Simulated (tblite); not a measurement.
Species: C₅H₄N₂S.
Z-matrix (Å and degrees, GFN2-xTB geometry), rows numbered from 1:
```
S 
C   1  1.6185
C   2  1.4487  1  124.40
N   3  1.3355  2  115.93  1  -179.95
C   4  1.3184  3  117.19  2  -179.88
C   5  1.3899  4  122.13  3    -0.09
C   6  1.3907  5  116.07  4     0.04
N   7  1.3166  6  122.12  5     0.08
H   2  1.0852  1  120.80  3  -179.97
H   5  1.0829  4  115.95  3   179.89
H   6  1.0770  5  121.98  4  -179.98
H   7  1.0826  6  121.96  5   179.98
```

Computed with GFN2-xTB (tblite): harmonic, unscaled wavenumbers at the GFN2-xTB geometry, gas phase. This tight-binding method is rough: wavenumbers can miss measured ones by several per cent, in bad cases by 10 to 20. One conformer, not necessarily the lowest.

Harmonic wavenumbers (cm⁻¹): 65.8, 143.8, 170.4, 346.7, 376.9, 405.0, 586.1, 613.5, 711.2, 769.3, 818.7, 838.2, 917.7, 933.3, 1019.0, 1084.0, 1107.0, 1108.7, 1187.0, 1238.0, 1256.3, 1313.6, 1373.3, 1409.3, 1533.4, 1553.5, 3002.4, 3048.9, 3053.8, 3113.6.

A = 5403, B = 1118, C = 926.0 MHz; mass 124.010 u (most abundant isotopes); point group Cs, symmetry number 1.

Q: What is the zero-point energy?

A: ½Σν̃ = 17549 cm⁻¹ = 50.18 kcal/mol.

Q: Give the ideal-gas entropy at 500 K and 1 bar in the rigid-rotor, harmonic-oscillator model (classical rotation).

A: Translation 42.95, rotation 29.98, vibration 27.80: S = 100.7 cal/(mol K).

Q: And Cp and H(500 K) − H(0)?

A: Cp = 38.92 cal/(mol K), of which vibrations give 30.97 (their classical limit is 30 R = 59.6); H(500 K) − H(0) = 11.54 kcal/mol without the zero-point energy, 7.57 from vibrations.

Q: How do the functions run with temperature in this model?

A: 
```json
{"T (K)": "50", "S (cal/(mol K))": "55.9", "Cp (cal/(mol K))": "10.4", "H − H(0) (kcal/mol)": "0.44", "G − H(0) (kcal/mol)": "-2.35", "ln q(vib)": "0.19"}
{"T (K)": "100", "S (cal/(mol K))": "64.0", "Cp (cal/(mol K))": "13.3", "H − H(0) (kcal/mol)": "1.04", "G − H(0) (kcal/mol)": "-5.36", "ln q(vib)": "0.73"}
{"T (K)": "298.15", "S (cal/(mol K))": "84.0", "Cp (cal/(mol K))": "26.2", "H − H(0) (kcal/mol)": "4.89", "G − H(0) (kcal/mol)": "-20.15", "ln q(vib)": "3.38"}
{"T (K)": "373.15", "S (cal/(mol K))": "90.4", "Cp (cal/(mol K))": "31.5", "H − H(0) (kcal/mol)": "7.05", "G − H(0) (kcal/mol)": "-26.70", "ln q(vib)": "4.47"}
{"T (K)": "750", "S (cal/(mol K))": "118.5", "Cp (cal/(mol K))": "48.5", "H − H(0) (kcal/mol)": "22.59", "G − H(0) (kcal/mol)": "-66.31", "ln q(vib)": "10.16"}
{"T (K)": "1000", "S (cal/(mol K))": "133.3", "Cp (cal/(mol K))": "54.2", "H − H(0) (kcal/mol)": "35.48", "G − H(0) (kcal/mol)": "-97.84", "ln q(vib)": "13.76"}
```

q(vib) and H(0) count from the zero-point level.

Q: Blend soft modes into free rotors: weight 1/[1 + (100 cm⁻¹/ν̃)⁴] for the oscillator and the rest for a rotor with moment μB/(μ + B), μ = h/(8π²ν), B = 10⁻⁴⁴ kg m². What vibrational entropy results?

A: 26.33 cal/(mol K) in place of 27.80, which changes −T·S at 500 K by +0.74 kcal/mol.

Q: What must be added to the electronic energy to get the Gibbs energy at 500 K and 1 bar?

A: ZPE + [H(500 K) − H(0)] − T·S = 50.18 + 11.54 − 50.37 = 11.35 kcal/mol.

Hindered rotation and anharmonicity are outside this model. Other conformers, if any are populated, would add a mixing term that is left out.

The run took 0.56 s of wall time on one thread, Intel Xeon Platinum 8259CL at 2.50 GHz (x86_64) (shared host). This covers the Hessian and the dipole derivatives.
